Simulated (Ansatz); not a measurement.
## Four-centre ligand exchange

Start structure (BNH$_{6}$SO$_{2}$, singlet), relaxed at PBE0-D4/def2-TZVP:

```json
{"atom": "B1", "x (Å)": "0.1035", "y (Å)": "-0.3145", "z (Å)": "0.1179"}
{"atom": "S2", "x (Å)": "1.1799", "y (Å)": "-0.4428", "z (Å)": "-1.4991"}
{"atom": "O3", "x (Å)": "0.8067", "y (Å)": "0.0940", "z (Å)": "1.2854"}
{"atom": "O4", "x (Å)": "-0.7795", "y (Å)": "-1.4277", "z (Å)": "0.2276"}
{"atom": "H5", "x (Å)": "-1.3734", "y (Å)": "0.8979", "z (Å)": "-1.0074"}
{"atom": "N6", "x (Å)": "-0.8998", "y (Å)": "0.9748", "z (Å)": "-0.1140"}
{"atom": "H7", "x (Å)": "2.2354", "y (Å)": "0.2329", "z (Å)": "-1.0245"}
{"atom": "H8", "x (Å)": "1.1512", "y (Å)": "-0.6661", "z (Å)": "1.7554"}
{"atom": "H9", "x (Å)": "-0.4731", "y (Å)": "-2.1778", "z (Å)": "-0.2818"}
{"atom": "H10", "x (Å)": "-0.3648", "y (Å)": "1.8369", "z (Å)": "-0.0959"}
{"atom": "H11", "x (Å)": "-1.5862", "y (Å)": "0.9926", "z (Å)": "0.6364"}
```

The step: BH₃SO₂ ([OH][B]([OH])[SH]) + NH₃ → BNH₄O₂ ([NH2][B]([OH])[OH]) + H₂S; bonds formed: S2–H5; dative contacts that become bonds: B1–N6; bonds broken: B1–S2, H5–N6. Computed with Ansatz 0.2.0 (basis: def2-TZVPP and def2-QZVPP); correlated methods freeze the cores. Extrapolation: Hartree–Fock as exp(−7.88 √X), correlation as X^−2.97. Energies below are by CCSD(T) at an estimated basis limit (MP2 extrapolated from triple and quadruple zeta, plus CCSD(T) − MP2 in triple zeta).

**Question.** What are the electronic barrier and the energy of the step, from the start structure to the end structure? (An estimate is asked for; the value comes from the calculation.)

**Answer.** The calculation gives: Barrier 94.8 kJ/mol; step energy -23.9 kJ/mol (downhill); reverse barrier, their difference, 118.7 kJ/mol. Barrier and step energy count from the start structure, the reverse barrier from the end structure.

The saddle point: One imaginary mode of 570i cm⁻¹.
```
 pair  start (Å)  saddle (Å)  end (Å)
B1–N6       1.65        1.54     1.42
S2–H5       2.93        1.83     1.34
B1–S2       1.95        2.69     3.86
H5–N6       1.01        1.16     2.74
```

Zero-point energy (harmonic, PBE0-D4): ZPE is 217.2 kJ/mol at the start and 204.0 kJ/mol at the saddle, so the barrier goes from 94.8 to 81.6 kJ/mol.

No T1 diagnostic of these runs exceeds 0.013.

Labels in which every atom is bracketed show which atoms are joined, not bond orders.

For scale, one of the runs: CCSD(T)/def2-TZVPP, 250 basis functions, launched by `ansatz run in.yaml --threads 8 --pin off --events-out ev --progress --plain --max-ram 19148MiB`. Time: 110 s of wall clock on 8 CPU threads of an Arm Neoverse V1; the host was shared. Peak host memory: 5.6 GiB.
